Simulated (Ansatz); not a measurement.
## Molecular dynamics of CH7ClGe

The input (input.yaml):

```yaml
crystal:
  periodic: [false, false, false]
  atoms:
    - { symbol: Ge, position_ang: [0.001838, -0.047716, 0.027933] }
    - { symbol: C, position_ang: [0.00124, -0.114316, 2.230135] }
    - { symbol: H, position_ang: [-1.074453, -0.046985, 2.305713] }
    - { symbol: H, position_ang: [0.348561, -0.730531, 3.054319] }
    - { symbol: H, position_ang: [0.484782, 0.847362, 2.323915] }
    - { symbol: H, position_ang: [1.414245, 0.132132, -0.479822] }
    - { symbol: H, position_ang: [-0.747386, 1.292811, 0.065122] }
    - { symbol: H, position_ang: [-0.878947, -1.14756, -0.519862] }
    - { symbol: Cl, position_ang: [1.370909, -2.543849, 1.005191] }
    - { symbol: H, position_ang: [0.535012, -1.052946, 1.592857] }
basis:
  gaussian: { orbitals: def2-TZVP }
hamiltonian:
  xc: hf
md:
  timestep: 0.5
  n_steps: 200
  ensemble: nve
  temperature: 300.0
  initial_velocities: maxwell_boltzmann
  seed: 8930
```

Launched with:

```bash
$ ansatz run input.yaml --threads 4 --pin off --max-ram 5120MiB --backend cpu --events-out ev --progress --plain --runs-dir out
```

It starts at the highest image of a converged band. Of that band: A structure lower than the first end lies on the path between it and the top, so the climb from that side starts below the end, which may itself be a saddle point or a shallow side well. Neighbouring images differ by up to 2.5 eV, so the band resolves the path poorly. A vibrational analysis at the climbing image gives one clearly imaginary mode, 809i cm⁻¹: a first-order saddle point.

Output, in part (one step line in 4, the closing report, with atoms numbered from 0):

```
md step     0: t =     0.00 fs  T =   300.0 K  F+E_penalty+E_count = -70116.94013552 eV  E_kin = 0.310224 eV  conserved = -70116.62991152 eV  (33 SCF iters)
md step     4: t =     2.00 fs  T =   231.3 K  F+E_penalty+E_count = -70116.86799559 eV  E_kin = 0.239193 eV  conserved = -70116.62880210 eV  (30 SCF iters)
md step     8: t =     4.00 fs  T =   192.1 K  F+E_penalty+E_count = -70116.82777098 eV  E_kin = 0.198633 eV  conserved = -70116.62913802 eV  (30 SCF iters)
md step    12: t =     6.00 fs  T =   160.4 K  F+E_penalty+E_count = -70116.79499547 eV  E_kin = 0.165894 eV  conserved = -70116.62910128 eV  (30 SCF iters)
md step    16: t =     8.00 fs  T =   138.0 K  F+E_penalty+E_count = -70116.77130369 eV  E_kin = 0.142669 eV  conserved = -70116.62863469 eV  (30 SCF iters)
md step    20: t =    10.00 fs  T =   196.6 K  F+E_penalty+E_count = -70116.83239497 eV  E_kin = 0.203311 eV  conserved = -70116.62908357 eV  (30 SCF iters)
md step    24: t =    12.00 fs  T =   315.4 K  F+E_penalty+E_count = -70116.95356255 eV  E_kin = 0.326173 eV  conserved = -70116.62738981 eV  (30 SCF iters)
md step    28: t =    14.00 fs  T =   772.8 K  F+E_penalty+E_count = -70117.42953758 eV  E_kin = 0.799089 eV  conserved = -70116.63044869 eV  (29 SCF iters)
md step    32: t =    16.00 fs  T =   767.4 K  F+E_penalty+E_count = -70117.43469501 eV  E_kin = 0.793516 eV  conserved = -70116.64117910 eV  (28 SCF iters)
md step    36: t =    18.00 fs  T =   527.7 K  F+E_penalty+E_count = -70117.17601333 eV  E_kin = 0.545638 eV  conserved = -70116.63037551 eV  (29 SCF iters)
md step    40: t =    20.00 fs  T =  1088.7 K  F+E_penalty+E_count = -70117.76094407 eV  E_kin = 1.125847 eV  conserved = -70116.63509688 eV  (29 SCF iters)
md step    44: t =    22.00 fs  T =   593.4 K  F+E_penalty+E_count = -70117.24152491 eV  E_kin = 0.613657 eV  conserved = -70116.62786775 eV  (30 SCF iters)
md step    48: t =    24.00 fs  T =   477.8 K  F+E_penalty+E_count = -70117.12184368 eV  E_kin = 0.494134 eV  conserved = -70116.62770946 eV  (30 SCF iters)
md step    52: t =    26.00 fs  T =   894.9 K  F+E_penalty+E_count = -70117.55378620 eV  E_kin = 0.925404 eV  conserved = -70116.62838215 eV  (28 SCF iters)
md step    56: t =    28.00 fs  T =  1437.0 K  F+E_penalty+E_count = -70118.12906768 eV  E_kin = 1.485937 eV  conserved = -70116.64313034 eV  (29 SCF iters)
md step    60: t =    30.00 fs  T =   705.7 K  F+E_penalty+E_count = -70117.34454049 eV  E_kin = 0.729738 eV  conserved = -70116.61480278 eV  (29 SCF iters)
md step    64: t =    32.00 fs  T =  1641.8 K  F+E_penalty+E_count = -70118.34056579 eV  E_kin = 1.697750 eV  conserved = -70116.64281547 eV  (28 SCF iters)
md step    68: t =    34.00 fs  T =  1155.8 K  F+E_penalty+E_count = -70117.82336146 eV  E_kin = 1.195199 eV  conserved = -70116.62816217 eV  (29 SCF iters)
md step    72: t =    36.00 fs  T =   976.1 K  F+E_penalty+E_count = -70117.63660023 eV  E_kin = 1.009386 eV  conserved = -70116.62721430 eV  (29 SCF iters)
md step    76: t =    38.00 fs  T =  1556.0 K  F+E_penalty+E_count = -70118.23967340 eV  E_kin = 1.609075 eV  conserved = -70116.63059874 eV  (29 SCF iters)
md step    80: t =    40.00 fs  T =  1758.5 K  F+E_penalty+E_count = -70118.46441799 eV  E_kin = 1.818440 eV  conserved = -70116.64597795 eV  (28 SCF iters)
md step    84: t =    42.00 fs  T =  1367.6 K  F+E_penalty+E_count = -70118.04499256 eV  E_kin = 1.414169 eV  conserved = -70116.63082396 eV  (28 SCF iters)
md step    88: t =    44.00 fs  T =  1884.7 K  F+E_penalty+E_count = -70118.58467774 eV  E_kin = 1.948903 eV  conserved = -70116.63577512 eV  (28 SCF iters)
md step    92: t =    46.00 fs  T =  1277.8 K  F+E_penalty+E_count = -70117.94900675 eV  E_kin = 1.321314 eV  conserved = -70116.62769307 eV  (30 SCF iters)
md step    96: t =    48.00 fs  T =  1295.7 K  F+E_penalty+E_count = -70117.96641719 eV  E_kin = 1.339868 eV  conserved = -70116.62654941 eV  (30 SCF iters)
md step   100: t =    50.00 fs  T =  2087.5 K  F+E_penalty+E_count = -70118.79528242 eV  E_kin = 2.158615 eV  conserved = -70116.63666713 eV  (29 SCF iters)
md step   104: t =    52.00 fs  T =  1664.2 K  F+E_penalty+E_count = -70118.35066630 eV  E_kin = 1.720916 eV  conserved = -70116.62975054 eV  (28 SCF iters)
md step   108: t =    54.00 fs  T =  2079.3 K  F+E_penalty+E_count = -70118.79378738 eV  E_kin = 2.150142 eV  conserved = -70116.64364552 eV  (28 SCF iters)
md step   112: t =    56.00 fs  T =  2010.0 K  F+E_penalty+E_count = -70118.71076256 eV  E_kin = 2.078451 eV  conserved = -70116.63231115 eV  (30 SCF iters)
md step   116: t =    58.00 fs  T =  1352.2 K  F+E_penalty+E_count = -70118.02450616 eV  E_kin = 1.398269 eV  conserved = -70116.62623691 eV  (31 SCF iters)
md step   120: t =    60.00 fs  T =  1610.6 K  F+E_penalty+E_count = -70118.29368663 eV  E_kin = 1.665440 eV  conserved = -70116.62824653 eV  (30 SCF iters)
md step   124: t =    62.00 fs  T =  2239.3 K  F+E_penalty+E_count = -70118.95716321 eV  E_kin = 2.315587 eV  conserved = -70116.64157660 eV  (28 SCF iters)
md step   128: t =    64.00 fs  T =  1382.8 K  F+E_penalty+E_count = -70118.04589746 eV  E_kin = 1.429940 eV  conserved = -70116.61595733 eV  (28 SCF iters)
md step   132: t =    66.00 fs  T =  2212.0 K  F+E_penalty+E_count = -70118.93258077 eV  E_kin = 2.287405 eV  conserved = -70116.64517615 eV  (29 SCF iters)
md step   136: t =    68.00 fs  T =  1740.5 K  F+E_penalty+E_count = -70118.42895117 eV  E_kin = 1.799850 eV  conserved = -70116.62910090 eV  (30 SCF iters)
md step   140: t =    70.00 fs  T =  1328.4 K  F+E_penalty+E_count = -70118.00044144 eV  E_kin = 1.373696 eV  conserved = -70116.62674511 eV  (30 SCF iters)
md step   144: t =    72.00 fs  T =  1776.7 K  F+E_penalty+E_count = -70118.46703989 eV  E_kin = 1.837294 eV  conserved = -70116.62974560 eV  (30 SCF iters)
md step   148: t =    74.00 fs  T =  2196.5 K  F+E_penalty+E_count = -70118.91550991 eV  E_kin = 2.271316 eV  conserved = -70116.64419356 eV  (29 SCF iters)
md step   152: t =    76.00 fs  T =  1506.7 K  F+E_penalty+E_count = -70118.17621735 eV  E_kin = 1.558071 eV  conserved = -70116.61814676 eV  (28 SCF iters)
md step   156: t =    78.00 fs  T =  2243.5 K  F+E_penalty+E_count = -70118.96055704 eV  E_kin = 2.319965 eV  conserved = -70116.64059211 eV  (29 SCF iters)
md step   160: t =    80.00 fs  T =  1575.8 K  F+E_penalty+E_count = -70118.25720693 eV  E_kin = 1.629553 eV  conserved = -70116.62765394 eV  (30 SCF iters)
md step   164: t =    82.00 fs  T =  1400.6 K  F+E_penalty+E_count = -70118.07552065 eV  E_kin = 1.448306 eV  conserved = -70116.62721453 eV  (30 SCF iters)
md step   168: t =    84.00 fs  T =  1993.9 K  F+E_penalty+E_count = -70118.69323343 eV  E_kin = 2.061886 eV  conserved = -70116.63134748 eV  (30 SCF iters)
md step   172: t =    86.00 fs  T =  2138.7 K  F+E_penalty+E_count = -70118.85515960 eV  E_kin = 2.211568 eV  conserved = -70116.64359152 eV  (28 SCF iters)
md step   176: t =    88.00 fs  T =  1819.0 K  F+E_penalty+E_count = -70118.51128452 eV  E_kin = 1.881028 eV  conserved = -70116.63025636 eV  (28 SCF iters)
md step   180: t =    90.00 fs  T =  2287.4 K  F+E_penalty+E_count = -70119.00159615 eV  E_kin = 2.365332 eV  conserved = -70116.63626366 eV  (28 SCF iters)
md step   184: t =    92.00 fs  T =  1577.1 K  F+E_penalty+E_count = -70118.25848288 eV  E_kin = 1.630806 eV  conserved = -70116.62767724 eV  (30 SCF iters)
md step   188: t =    94.00 fs  T =  1461.1 K  F+E_penalty+E_count = -70118.13755803 eV  E_kin = 1.510902 eV  conserved = -70116.62665626 eV  (30 SCF iters)
md step   192: t =    96.00 fs  T =  2143.9 K  F+E_penalty+E_count = -70118.85206840 eV  E_kin = 2.216933 eV  conserved = -70116.63513544 eV  (30 SCF iters)
md step   196: t =    98.00 fs  T =  1796.9 K  F+E_penalty+E_count = -70118.49220735 eV  E_kin = 1.858189 eV  conserved = -70116.63401864 eV  (28 SCF iters)
md step   200: t =   100.00 fs  T =  1986.9 K  F+E_penalty+E_count = -70118.69617874 eV  E_kin = 2.054664 eV  conserved = -70116.64151471 eV  (52 SCF iters)
Total energy: -70118.69617874 eV, -2576.8145564093 hartree
Atom 0 at    -0.162749     0.300979     0.103244 Å, force     0.810195    -0.499891    -1.865181 eV/Å
Atom 1 at    -0.637598     1.059409     1.767420 Å, force    -0.553442     1.831701     0.554157 eV/Å
Atom 2 at    -0.479562     0.278780     2.457359 Å, force    -0.103743    -0.585186     1.171285 eV/Å
Atom 3 at     0.026324     1.912587     2.048879 Å, force    -0.828829    -0.784582    -0.374055 eV/Å
Atom 4 at    -1.704929     1.373192     1.759602 Å, force     1.028078    -0.242455     0.238297 eV/Å
Atom 5 at     1.328130     0.421267    -0.214188 Å, force     0.326189     0.275731     0.136865 eV/Å
Atom 6 at    -0.887734     0.928592    -1.075557 Å, force    -0.292336     0.299078    -0.236496 eV/Å
Atom 7 at    -0.361175    -1.203827    -0.061596 Å, force    -0.396370    -0.277125     0.372221 eV/Å
Atom 8 at     1.916244    -3.648793     1.073726 Å, force    -2.575768     4.875030    -0.157123 eV/Å
Atom 9 at     2.453344    -4.667332     1.104595 Å, force     2.586027    -4.892301     0.160030 eV/Å
Dipole moment:     0.035487    -0.141176     0.225965 e Å
```

The run went to its last step. The conserved energy stayed within 1.7 meV per atom of its start (net change -1.2 meV per atom), so the integration is sound. The kinetic energy rose, since the run started high on the potential surface and went downhill. It ends in pieces (CH6Ge + ClH), so much of that is their flight and rotation, not heat. A run of 0.1 ps of so small a system gives no equilibrium averages. The orbitals stay closed-shell, which can raise the energy where a bond breaks towards radicals; this wasn't checked here.

Between its relaxed ends the band would form Ge1–Cl9, C2–H10 and break Ge1–C2, Cl9–H10. These pairs go: Ge1–Cl9 3.01 → 4.57 Å, C2–H10 1.25 → 6.54 Å, Ge1–C2 2.20 → 1.89 Å, Cl9–H10 1.81 → 1.15 Å. In the last frame they stand as before the step (other bonds may differ from the relaxed reactants and products). It ends as CH6Ge + ClH. Pairs count as bonded within 1.25 times the sum of covalent radii (0.12 Å more for H–H).

Last frame:

```xyz
10
Properties=species:S:1:pos:R:3
Ge -0.163 0.301 0.103
C -0.638 1.059 1.767
H -0.480 0.279 2.457
H 0.026 1.913 2.049
H -1.705 1.373 1.760
H 1.328 0.421 -0.214
H -0.888 0.929 -1.076
H -0.361 -1.204 -0.062
Cl 1.916 -3.649 1.074
H 2.453 -4.667 1.105
```

Run time: 4.4 min on 4 threads of Arm Neoverse V1, with other jobs on the host, peak memory 0.42 GiB.
